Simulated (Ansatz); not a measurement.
Consider the germylene formation by 1,1-elimination: `C[S][Ge]([S]C)([S]C)[S]C` → `C[S][Ge][S]C` + `CSSC`.

Program: Ansatz. Geometries: PBE0-D4/def2-TZVP. ΔE: electronic, gas phase. CCSD(T)/CBS is the MP2 limit (def2-TZVPP, def2-QZVPP) plus CCSD(T) − MP2 in def2-TZVPP, frozen cores. Functionals use def2-TZVPP. For Ge outer-core shells are correlated without core-valence functions, which leaves a few kJ/mol of doubt a bond. Scalar relativity is left out up to krypton. Each species was taken in one conformer, which may not be the lowest.

Question: Is it downhill or uphill in electronic energy at CCSD(T)/CBS, and by how much? (Best estimate.)

Answer: Ansatz gave: Uphill: ΔE = +181.9 kJ/mol.

Question: What do these levels give: B97M-V, r2SCAN, CCSD/def2-SVP, HF/def2-TZVPP, MP2/def2-TZVPP, SCS-MP2/def2-QZVPP? (An estimate is asked.)

Answer: The calculation gave: B97M-V 180.1, r2SCAN 169.5, CCSD/def2-SVP 202.1, HF/def2-TZVPP 158.8, MP2/def2-TZVPP 221.0, SCS-MP2/def2-QZVPP 191.6 kJ/mol.

Largest T1 diagnostic among the species: 0.014.

From PBE to PBE0 (25 % exact exchange), in def2-TZVPP and without D4, ΔE moves by +25.7 kJ/mol. Leaving LDA and LC-ωPBE aside and taking each functional with its dispersion term where it has one, the values, not all of them listed here, spread over 59.2 kJ/mol, from BLYP-D4 to PBE-QIDH. LDA lies +42.5 kJ/mol from PBE without D4. At CCSD(T), def2-SVP lies +21.9 kJ/mol from the extrapolated value and def2-TZVPP +17.3 kJ/mol.
